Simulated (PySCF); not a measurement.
**Diatomics of Cl with group 13**

r²SCAN with triple-zeta basis sets in PySCF, for the lowest determinant that a PBE0 search found; no spin–orbit coupling. De refers to high-spin ground-configuration atoms. A positive dipole means M(−)Cl(+).

```tsv
M	basis	state (unpaired electrons)	Re (Å)	ωe (cm⁻¹)	De (eV)	μ (D)
B	def2-TZVPP	singlet (closed shell)	1.724	827	5.35	1.69
Al	def2-TZVPP	singlet (closed shell)	2.145	477	5.23	-1.34
Ga	def2-TZVPP	singlet (closed shell)	2.208	372	4.95	-2.16
In	def2-TZVPP	singlet (closed shell)	2.412	316	4.67	-3.33
Tl	x2c-TZVPPall	singlet (closed shell)	2.489	288	n/a	-4.27
```

The shortest bond is that of BCl (1.724 Å), the longest that of TlCl (2.489 Å).

The rows differ in basis set, which adds steps of its own.

Down a group the atoms grow and get heavier, so bonds lengthen and wavenumbers fall; this series shows no clear exception.

Spin–orbit coupling is left out, which matters for elements this heavy, above all for dissociation energies.
